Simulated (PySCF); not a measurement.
## Calculated data, F₂HSi

All values are calculated (PySCF 2.14.0). Calculation on a computer-drawn molecule: vertical ionisation energy to the stated ion spin, frozen-core CCSD(T) at the basis limit and cheaper methods, single-reference cases, UHF for radicals, no spin-orbit; all values are single points at the evaluated structure, the first of each entry, which is the reference or a displaced copy of it and isn't optimised; the reference structure only sets the zero of the energies above reference; triples share is (T) over the correlation energy.

Common to all runs: charge 0; multiplicity 2; ion multiplicity 1; diffuse functions no; basis cc-pV(n+d)Z; reference is the Hartree-Fock double-zeta minimum; best is HF at quadruple zeta + MP2 correlation extrapolated from triple and quadruple zeta + CCSD(T) minus MP2 at triple zeta; basis step is the size of the change from the same recipe one zeta lower.

(1) 
```xyz
4
formula=F2HSi ionisation_energy_best=9.72 ionisation_energy_basis_step=0.07382 energy_above_reference_best=3.422 energy_above_reference_basis_step=0.5303 total_energy_HF_triple_zeta=-488.5661 total_energy_CCSD(T)_triple_zeta=-489.1971 total_energy_best=-489.3175 T1_diagnostic_at_triple_zeta=0.01479 D1_diagnostic_at_triple_zeta=0.05109 spin_squared_at_triple_zeta=0.7543 ion_T1_diagnostic_at_triple_zeta=0.0197 ion_D1_diagnostic_at_triple_zeta=0.06628 triples_share_at_triple_zeta=0.0291 basis_functions_triple_zeta=113 dipole_magnitude_HF_at_triple_zeta=1.677 dipole_magnitude_CCSD_unrelaxed_at_triple_zeta=1.392 dipole_magnitude_PBE_at_triple_zeta=1.223 dipole_magnitude_r2SCAN_at_triple_zeta=1.29 dipole_magnitude_B3LYP_at_triple_zeta=1.388 dipole_magnitude_wB97X_at_triple_zeta=1.405
F     -1.8215    -1.8805    -4.3987
Si    -0.8127    -0.9485    -3.4954
F     -1.2562     0.6491    -3.4597
H     -0.8605    -1.4451    -2.0946
```

Units: ionisation_energy_best, ionisation_energy_basis_step in eV; energy_above_reference_best, energy_above_reference_basis_step in kcal/mol; total_energy_HF_triple_zeta, total_energy_CCSD(T)_triple_zeta, total_energy_best in hartree; dipole_magnitude_HF_at_triple_zeta, dipole_magnitude_CCSD_unrelaxed_at_triple_zeta, dipole_magnitude_PBE_at_triple_zeta, dipole_magnitude_r2SCAN_at_triple_zeta, dipole_magnitude_B3LYP_at_triple_zeta, dipole_magnitude_wB97X_at_triple_zeta in debye.

Reference structure:
```xyz
4
F2HSi
F     -1.8542    -1.7763    -4.3793
Si    -0.7455    -1.0188    -3.4987
F     -1.1570     0.5331    -3.4733
H     -0.8172    -1.5381    -2.1197
```

Drawn bonds:
| atom | other atom | order |
| --- | --- | --- |
| 1 | 2 | 1 |
| 2 | 3 | 1 |
| 2 | 4 | 1 |

Triple zeta:
| method | ionisation energy (eV) | energy above reference (kcal/mol) |
| --- | --- | --- |
| HF | 9.754 | 5.433 |
| PBE | 9.48 | 1.634 |
| r2SCAN | 9.742 | 3.064 |
| B3LYP | 9.73 | 2.729 |
| wB97X | 9.673 | 3.039 |
| MP2 | 9.542 | 3.089 |
| CCSD | 9.659 | 3.633 |
| CCSD(T) | 9.589 | 3.267 |

(2) 
```xyz
4
formula=F2HSi ionisation_energy_best=9.663 ionisation_energy_basis_step=0.06405 energy_above_reference_best=1.315 energy_above_reference_basis_step=0.1663 total_energy_HF_triple_zeta=-488.5740 total_energy_CCSD(T)_triple_zeta=-489.2000 total_energy_best=-489.3209 T1_diagnostic_at_triple_zeta=0.01384 D1_diagnostic_at_triple_zeta=0.04884 spin_squared_at_triple_zeta=0.7537 ion_T1_diagnostic_at_triple_zeta=0.01837 ion_D1_diagnostic_at_triple_zeta=0.06222 triples_share_at_triple_zeta=0.02799 basis_functions_triple_zeta=113 dipole_magnitude_HF_at_triple_zeta=1.783 dipole_magnitude_CCSD_unrelaxed_at_triple_zeta=1.486 dipole_magnitude_PBE_at_triple_zeta=1.282 dipole_magnitude_r2SCAN_at_triple_zeta=1.367 dipole_magnitude_B3LYP_at_triple_zeta=1.463 dipole_magnitude_wB97X_at_triple_zeta=1.473
F     -1.8639    -1.7337    -4.3923
Si    -0.7523    -1.0574    -3.5210
F     -1.1683     0.4970    -3.4233
H     -0.7954    -1.5183    -2.1765
```

Units: ionisation_energy_best, ionisation_energy_basis_step in eV; energy_above_reference_best, energy_above_reference_basis_step in kcal/mol; total_energy_HF_triple_zeta, total_energy_CCSD(T)_triple_zeta, total_energy_best in hartree; dipole_magnitude_HF_at_triple_zeta, dipole_magnitude_CCSD_unrelaxed_at_triple_zeta, dipole_magnitude_PBE_at_triple_zeta, dipole_magnitude_r2SCAN_at_triple_zeta, dipole_magnitude_B3LYP_at_triple_zeta, dipole_magnitude_wB97X_at_triple_zeta in debye.

Reference structure:
```xyz
4
F2HSi
F     -1.8542    -1.7763    -4.3793
Si    -0.7455    -1.0188    -3.4987
F     -1.1570     0.5331    -3.4733
H     -0.8172    -1.5381    -2.1197
```

Drawn bonds:
| atom | other atom | order |
| --- | --- | --- |
| 1 | 2 | 1 |
| 2 | 3 | 1 |
| 2 | 4 | 1 |

Triple zeta:
| method | ionisation energy (eV) | energy above reference (kcal/mol) |
| --- | --- | --- |
| HF | 9.675 | 0.4569 |
| PBE | 9.424 | 2.305 |
| r2SCAN | 9.683 | 1.555 |
| B3LYP | 9.665 | 1.635 |
| wB97X | 9.595 | 1.535 |
| MP2 | 9.495 | 1.352 |
| CCSD | 9.6 | 1.243 |
| CCSD(T) | 9.539 | 1.406 |

(3) 
```xyz
4
formula=F2HSi ionisation_energy_best=9.363 ionisation_energy_basis_step=0.05736 energy_above_reference_best=13.98 energy_above_reference_basis_step=0.9382 total_energy_HF_triple_zeta=-488.5582 total_energy_CCSD(T)_triple_zeta=-489.1795 total_energy_best=-489.3007 T1_diagnostic_at_triple_zeta=0.01302 D1_diagnostic_at_triple_zeta=0.04578 spin_squared_at_triple_zeta=0.7536 ion_T1_diagnostic_at_triple_zeta=0.01683 ion_D1_diagnostic_at_triple_zeta=0.05669 triples_share_at_triple_zeta=0.02705 basis_functions_triple_zeta=113 dipole_magnitude_HF_at_triple_zeta=1.579 dipole_magnitude_CCSD_unrelaxed_at_triple_zeta=1.33 dipole_magnitude_PBE_at_triple_zeta=1.157 dipole_magnitude_r2SCAN_at_triple_zeta=1.23 dipole_magnitude_B3LYP_at_triple_zeta=1.306 dipole_magnitude_wB97X_at_triple_zeta=1.316
F     -1.8639    -1.7337    -4.3923
Si    -0.8453    -1.1140    -3.5939
F     -1.2613     0.4404    -3.4962
H     -0.8884    -1.5749    -2.2494
```

Units: ionisation_energy_best, ionisation_energy_basis_step in eV; energy_above_reference_best, energy_above_reference_basis_step in kcal/mol; total_energy_HF_triple_zeta, total_energy_CCSD(T)_triple_zeta, total_energy_best in hartree; dipole_magnitude_HF_at_triple_zeta, dipole_magnitude_CCSD_unrelaxed_at_triple_zeta, dipole_magnitude_PBE_at_triple_zeta, dipole_magnitude_r2SCAN_at_triple_zeta, dipole_magnitude_B3LYP_at_triple_zeta, dipole_magnitude_wB97X_at_triple_zeta in debye.

Reference structure:
```xyz
4
F2HSi
F     -1.8542    -1.7763    -4.3793
Si    -0.7455    -1.0188    -3.4987
F     -1.1570     0.5331    -3.4733
H     -0.8172    -1.5381    -2.1197
```

Drawn bonds:
| atom | other atom | order |
| --- | --- | --- |
| 1 | 2 | 1 |
| 2 | 3 | 1 |
| 2 | 4 | 1 |

Triple zeta:
| method | ionisation energy (eV) | energy above reference (kcal/mol) |
| --- | --- | --- |
| HF | 9.331 | 10.43 |
| PBE | 9.155 | 17.05 |
| r2SCAN | 9.4 | 14.42 |
| B3LYP | 9.373 | 14.97 |
| wB97X | 9.287 | 14.54 |
| MP2 | 9.203 | 14.54 |
| CCSD | 9.294 | 13.68 |
| CCSD(T) | 9.246 | 14.29 |

(4) 
```xyz
4
formula=F2HSi ionisation_energy_best=9.841 ionisation_energy_basis_step=0.06819 energy_above_reference_best=7.072 energy_above_reference_basis_step=0.1478 total_energy_HF_triple_zeta=-488.5642 total_energy_CCSD(T)_triple_zeta=-489.1907 total_energy_best=-489.3117 T1_diagnostic_at_triple_zeta=0.01418 D1_diagnostic_at_triple_zeta=0.05041 spin_squared_at_triple_zeta=0.7543 ion_T1_diagnostic_at_triple_zeta=0.0191 ion_D1_diagnostic_at_triple_zeta=0.06531 triples_share_at_triple_zeta=0.02816 basis_functions_triple_zeta=113 dipole_magnitude_HF_at_triple_zeta=2.27 dipole_magnitude_CCSD_unrelaxed_at_triple_zeta=1.925 dipole_magnitude_PBE_at_triple_zeta=1.681 dipole_magnitude_r2SCAN_at_triple_zeta=1.787 dipole_magnitude_B3LYP_at_triple_zeta=1.887 dipole_magnitude_wB97X_at_triple_zeta=1.907
F     -1.7713    -1.7107    -4.3156
Si    -0.6869    -1.0643    -3.4783
F     -1.2424     0.5305    -3.4704
H     -0.7853    -1.6454    -2.1610
```

Units: ionisation_energy_best, ionisation_energy_basis_step in eV; energy_above_reference_best, energy_above_reference_basis_step in kcal/mol; total_energy_HF_triple_zeta, total_energy_CCSD(T)_triple_zeta, total_energy_best in hartree; dipole_magnitude_HF_at_triple_zeta, dipole_magnitude_CCSD_unrelaxed_at_triple_zeta, dipole_magnitude_PBE_at_triple_zeta, dipole_magnitude_r2SCAN_at_triple_zeta, dipole_magnitude_B3LYP_at_triple_zeta, dipole_magnitude_wB97X_at_triple_zeta in debye.

Reference structure:
```xyz
4
F2HSi
F     -1.8542    -1.7763    -4.3793
Si    -0.7455    -1.0188    -3.4987
F     -1.1570     0.5331    -3.4733
H     -0.8172    -1.5381    -2.1197
```

Drawn bonds:
| atom | other atom | order |
| --- | --- | --- |
| 1 | 2 | 1 |
| 2 | 3 | 1 |
| 2 | 4 | 1 |

Triple zeta:
| method | ionisation energy (eV) | energy above reference (kcal/mol) |
| --- | --- | --- |
| HF | 9.879 | 6.649 |
| PBE | 9.585 | 7.549 |
| r2SCAN | 9.853 | 7.116 |
| B3LYP | 9.84 | 7.147 |
| wB97X | 9.778 | 7.127 |
| MP2 | 9.677 | 7.331 |
| CCSD | 9.782 | 7.203 |
| CCSD(T) | 9.716 | 7.29 |

(5) 
```xyz
4
formula=F2HSi
F     -1.8349    -1.8016    -4.3949
Si    -0.7612    -1.0013    -3.5465
F     -1.1524     0.4605    -3.5270
H     -0.7874    -1.5301    -2.1131
```

Reference structure:
```xyz
4
F2HSi
F     -1.8542    -1.7763    -4.3793
Si    -0.7455    -1.0188    -3.4987
F     -1.1570     0.5331    -3.4733
H     -0.8172    -1.5381    -2.1197
```

Drawn bonds:
| atom | other atom | order |
| --- | --- | --- |
| 1 | 2 | 1 |
| 2 | 3 | 1 |
| 2 | 4 | 1 |

**Q.** Estimate the total energy HF triple zeta of F₂HSi (entry 5).
**A.** -488.5734 hartree

**Q.** What total energy CCSD(T) triple zeta does the calculation give for F₂HSi (entry 5)?
**A.** -489.1976 hartree

**Q.** Give the table of triple zeta values for F₂HSi (entry 5).
**A.** 
Triple zeta:
| method | ionisation energy (eV) | energy above reference (kcal/mol) |
| --- | --- | --- |
| HF | 9.338 | 0.8948 |
| PBE | 9.158 | 4.171 |
| r2SCAN | 9.403 | 2.915 |
| B3LYP | 9.377 | 3.349 |
| wB97X | 9.301 | 3.071 |
| MP2 | 9.195 | 3.271 |
| CCSD | 9.288 | 2.586 |
| CCSD(T) | 9.237 | 2.907 |

Further results for F₂HSi (entry 5):

| Item | Value |
| --- | --- |
| ionisation energy best | 9.356 eV |
| ionisation energy basis step | 0.06014 eV |
| energy above reference best | 2.827 kcal/mol |
| energy above reference basis step | 0.6697 kcal/mol |
| total energy best | -489.3185 hartree |
| T1 diagnostic at triple zeta | 0.01347 |
| D1 diagnostic at triple zeta | 0.04697 |
| spin squared at triple zeta | 0.7547 |
| ion T1 diagnostic at triple zeta | 0.0171 |
| ion D1 diagnostic at triple zeta | 0.05682 |
| triples share at triple zeta | 0.02766 |
| basis functions triple zeta | 113 |
| dipole magnitude HF at triple zeta | 1.236 debye |
| dipole magnitude CCSD unrelaxed at triple zeta | 0.9967 debye |
| dipole magnitude PBE at triple zeta | 0.842 debye |
| dipole magnitude r2SCAN at triple zeta | 0.8982 debye |
| dipole magnitude B3LYP at triple zeta | 0.9882 debye |
| dipole magnitude wB97X at triple zeta | 0.99 debye |
